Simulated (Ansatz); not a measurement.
`C[CH2][AlH][O][SiH3]` + `[CH3][Al]([OH])[CH2]F` → `F[CH2][AlH][O][SiH3]` + `C[CH2][Al]([CH3])[OH]`  (redistribution)

Program: Ansatz. Geometries: PBE0-D4/def2-TZVP. ΔE: electronic, gas phase. CBS: MP2 limit from def2 TZ/QZ plus the TZ coupled-cluster correction, frozen cores. DFT in def2-TZVPP. One conformer a species, not always the lowest.

```csv
species,PBE0-D4 energy (Eh)
`C[CH2][AlH][O][SiH3]`,-688.53076
`[CH3][Al]([OH])[CH2]F`,-497.10793
`F[CH2][AlH][O][SiH3]`,-748.42781
`C[CH2][Al]([CH3])[OH]`,-437.20900
```

Problem. Work out ΔE.

Solution. ΔE = (-748.42781) + (-437.20900) − (-688.53076) − (-497.10793) = 0.00188 Eh = +4.9 kJ/mol. CCSD(T)/CBS gives +4.0 kJ/mol.

Largest T1 diagnostic among the species: 0.012.
